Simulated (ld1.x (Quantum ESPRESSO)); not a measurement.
# An all-electron radial function and its pseudo partner (platinum)

Columns: radius, all-electron u(r) and pseudo u(r) of the 6p shell (level -2.32 eV) of platinum in the configuration [Xe] 4f14 5d9 6s0.75 6p0; LDA (PZ), scalar-relativistic, RRKJ scheme, ld1.x (Quantum ESPRESSO) 7.5.

```
r (bohr)  all-electron  pseudo
   0.143       -0.0837  0.0014
   0.285        0.0973  0.0056
   0.428        0.0848  0.0129
   0.570       -0.0574  0.0231
   0.713       -0.1674  0.0368
   0.855       -0.2037  0.0540
   0.998       -0.1800  0.0753
   1.140       -0.1203  0.1007
   1.283       -0.0427  0.1305
   1.425        0.0389  0.1643
   1.568        0.1186  0.2021
   1.710        0.1914  0.2425
   1.853        0.2566  0.2847
   1.995        0.3128  0.3265
   2.138        0.3611  0.3667
   2.280        0.4012  0.4030
   2.423        0.4344  0.4348
   2.565        0.4609  0.4609
   2.708        0.4817  0.4817
   2.850        0.4973  0.4973
   2.992        0.5084  0.5084
   3.135        0.5155  0.5155
   3.278        0.5190  0.5190
   3.420        0.5195  0.5195
   3.563        0.5173  0.5173
   3.705        0.5129  0.5129
```

Q: How many radial nodes do the two functions have?

A: The all-electron 6p function has n − l − 1 = 4 (the table is too coarse to show those close to the nucleus); the pseudo-wave has 0, since the states of the same l below it are removed with the core.

Q: At about which radius was the pseudo-wave matched?

A: 2.85 bohr. The columns agree to 0.0005 from 2.42 bohr on; several derivatives are matched, so the curves merge somewhat inside the radius.

Q: Where does each function peak?

A: Outermost all-electron maximum near 3.42 bohr, pseudo maximum near 3.42 bohr (to the table’s step).

Q: Is the pseudo-wave norm-conserving?

A: Yes: the RRKJ scheme keeps the norm inside the radius equal to the all-electron one, which fixes the energy derivative of the logarithmic derivative at the level.
